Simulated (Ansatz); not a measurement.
Start from `CCCC(=O)N(C)C` and change one atom or group to get `CCCC(=O)OCC`.

Ansatz, PBE0-D4/def2-TZVP geometries, multiplicity 1. Each molecule was computed in one conformer, which needn't be the lowest.

```
                                          property  `CCCC(=O)N(C)C`
               HOMO energy (B3LYP/def2-TZVPP) / eV            -6.66
size of the dipole moment (ωB97M-V/def2-TZVPP) / D             3.50
             LUMO energy (ωB97M-V/def2-TZVPP) / eV             2.29
    size of the dipole moment (PBE/def2-TZVPP) / D             3.40
              HOMO–LUMO gap (PBE0/def2-TZVPP) / eV             7.74
                LUMO energy (PBE0/def2-TZVPP) / eV             0.87
```

Give the same properties after the change, and the shifts. (Best estimate.)

The calculation gave: 
```json
{"property": "HOMO energy (B3LYP/def2-TZVPP) / eV", "`CCCC(=O)OCC`": "-7.63", "shift": "-0.97"}
{"property": "size of the dipole moment (ωB97M-V/def2-TZVPP) / D", "`CCCC(=O)OCC`": "1.60", "shift": "-1.90"}
{"property": "LUMO energy (ωB97M-V/def2-TZVPP) / eV", "`CCCC(=O)OCC`": "2.55", "shift": "0.26"}
{"property": "size of the dipole moment (PBE/def2-TZVPP) / D", "`CCCC(=O)OCC`": "1.58", "shift": "-1.82"}
{"property": "HOMO–LUMO gap (PBE0/def2-TZVPP) / eV", "`CCCC(=O)OCC`": "8.28", "shift": "0.54"}
{"property": "LUMO energy (PBE0/def2-TZVPP) / eV", "`CCCC(=O)OCC`": "0.41", "shift": "-0.46"}
```

With PBE0 the HOMO falls by 1.01 eV and the LUMO falls by 0.46 eV, so the gap widens by about 0.55 eV. PBE moves the HOMO by -0.73 eV and ωB97M-V by -1.19 eV. Dipoles are sizes alone; their direction can turn.

Positive LUMOs are unbound, so they and the gaps depend on the basis.

B3LYP here is the variant with VWN-RPA as its local correlation; programs differ in this.
